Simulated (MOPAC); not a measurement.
Input for MOPAC: PM3 on BiH3O (SMILES [OH][BiH2]), a point of a torsion scan.

```
PM3 1SCF PRECISE CHARGE=0 THREADS=1
BiH3O

O      1.33495860 1    -0.41627135 1    -0.11853784 1
Bi    -0.70599295 1    -0.21044976 1     0.33747606 1
H      1.80844333 1     0.35583929 1     0.18321526 1
H     -0.39926467 1    -0.08126733 1     2.08866335 1
H     -0.65284484 1     1.56905331 1     0.26697817 1
```

Program output:

```
*******************************************************************************
 **                                                                           **
 **                              MOPAC v23.2.5                                **
 **                                                                           **
 *******************************************************************************
 ** MOPAC's Digital Object Identifier: https://doi.org/10.5281/zenodo.6511958 **
 **                                                                           **
 ** Please cite the open-source release paper for use of this MOPAC version:  **
 ** J. E. Moussa and J. J. P. Stewart (2026)                                  **
 ** MOPAC: An open-source semiempirical molecular orbital program             **
 ** J. Open Source Softw., 11(119), 8025, https://doi.org/10.21105/joss.08025 **
 *******************************************************************************

                              PM3 CALCULATION RESULTS

 *******************************************************************************
 *  PM3        - The PM3 Hamiltonian to be used
 *
 *
 *
 *                 CHARGE ON SYSTEM = 0
 *
 *
 *
 *  PRECISE    - TIGHTER CRITERIA TO BE USED
 *  1SCF       - DO 1 SCF AND THEN STOP
 *  THREADS=1  - MULTI-THREADING NOT USED
 *  T=         - A TIME OF 172800.0 SECONDS REQUESTED
 *  DUMP=N     - RESTART FILE WRITTEN EVERY 7200.0 SECONDS REQUESTED
 *******************************************************************************
PM3 1SCF PRECISE CHARGE=0 THREADS=1
 BiH3O

   ATOM   CHEMICAL          X               Y               Z
  NUMBER   SYMBOL      (ANGSTROMS)     (ANGSTROMS)     (ANGSTROMS)

     1       O          1.33495860  *  -0.41627135  *  -0.11853784  *
     2      Bi         -0.70599295  *  -0.21044976  *   0.33747606  *
     3       H          1.80844333  *   0.35583929  *   0.18321526  *
     4       H         -0.39926467  *  -0.08126733  *   2.08866335  *
     5       H         -0.65284484  *   1.56905331  *   0.26697817  *



          CARTESIAN COORDINATES

    NO.       ATOM           X           Y           Z

     1         O          1.3350     -0.4163     -0.1185
     2        Bi         -0.7060     -0.2104      0.3375
     3         H          1.8084      0.3558      0.1832
     4         H         -0.3993     -0.0813      2.0887
     5         H         -0.6528      1.5691      0.2670

  H: (PM3): J. J. P. STEWART, J. COMP. CHEM. 10, 209 (1989).
  O: (PM3): J. J. P. STEWART, J. COMP. CHEM. 10, 209 (1989).
 Bi: (PM3): J. J. P. STEWART, J. COMP. CHEM. 12, 320-341 (1991).

           Empirical Formula: H3 O Bi  =     5 atoms



      MOLECULAR POINT GROUP   :   C1


      RHF CALCULATION, NO. OF DOUBLY OCCUPIED LEVELS = 7


 -------------------------------------------------------------------------------
 PM3 1SCF PRECISE CHARGE=0 THREADS=1
 BiH3O



     1SCF WAS SPECIFIED, SO BFGS WAS NOT USED
     SCF FIELD WAS ACHIEVED


                              PM3 CALCULATION
                                                       MOPAC v23.2.5 Linux




          FINAL HEAT OF FORMATION =         -0.04477 KCAL/MOL =      -0.18730 KJ/MOL


          COSMO AREA              =         99.29 SQUARE ANGSTROMS
          COSMO VOLUME            =         88.87 CUBIC ANGSTROMS

          IONIZATION POTENTIAL    =          9.793672 EV
          HOMO LUMO ENERGIES (EV) =         -9.794  0.277
          NO. OF FILLED LEVELS    =          7
          MOLECULAR WEIGHT        =        228.0035         POINT GROUP:  C1

          MOLECULAR DIMENSIONS (Angstroms)

            Atom       Atom       Distance
            H     4    H     3     2.94886
            H     5    O     1     2.44114
            H     3   Bi     2     1.49869


          SCF CALCULATIONS        =          1





   ATOM   CHEMICAL          X               Y               Z
  NUMBER   SYMBOL      (ANGSTROMS)     (ANGSTROMS)     (ANGSTROMS)

     1       O          1.33495860  *  -0.41627135  *  -0.11853784  *
     2      Bi         -0.70599295  *  -0.21044976  *   0.33747606  *
     3       H          1.80844333  *   0.35583929  *   0.18321526  *
     4       H         -0.39926467  *  -0.08126733  *   2.08866335  *
     5       H         -0.65284484  *   1.56905331  *   0.26697817  *

                             CARTESIAN COORDINATES

   1    O        1.334958600    -0.416271350    -0.118537840
   2   Bi       -0.705992950    -0.210449760     0.337476060
   3    H        1.808443330     0.355839290     0.183215260
   4    H       -0.399264670    -0.081267330     2.088663350
   5    H       -0.652844840     1.569053310     0.266978170


           Empirical Formula: H3 O Bi  =     5 atoms



      MOLECULAR POINT GROUP   :   C1


                  EIGENVALUES
 -33.38384 -14.92295 -13.23476 -12.13206 -10.60150 -10.47718  -9.79367   0.27723
   0.64471   0.81574   6.45739


              NET ATOMIC CHARGES AND DIPOLE CONTRIBUTIONS

  ATOM NO.   TYPE          CHARGE      No. of ELECS.   s-Pop       p-Pop
    1          O          -0.578083        6.5781     1.80740     4.77068
    2         Bi           0.715276        4.2847     1.94808     2.33664
    3          H           0.173104        0.8269     0.82690
    4          H          -0.151797        1.1518     1.15180
    5          H          -0.158501        1.1585     1.15850
 DIPOLE           X         Y         Z       TOTAL
 POINT-CHG.    -3.840    -0.407    -0.085     3.863
 HYBRID         0.113     0.811     0.484     0.951
 SUM           -3.728     0.405     0.399     3.771


          ATOMIC ORBITAL ELECTRON POPULATIONS

     Atom    s        px        py        pz
    1  O   1.80740   1.45313   1.46542   1.85213
    2 Bi   1.94808   0.56292   0.87442   0.89930
    3  H   0.82690
    4  H   1.15180
    5  H   1.15850

 **********************
 *                    *
 * JOB ENDED NORMALLY *
 *                    *
 **********************




 == MOPAC DONE ==
```

The run finished.

Cost: roughly 0.010 core-seconds.
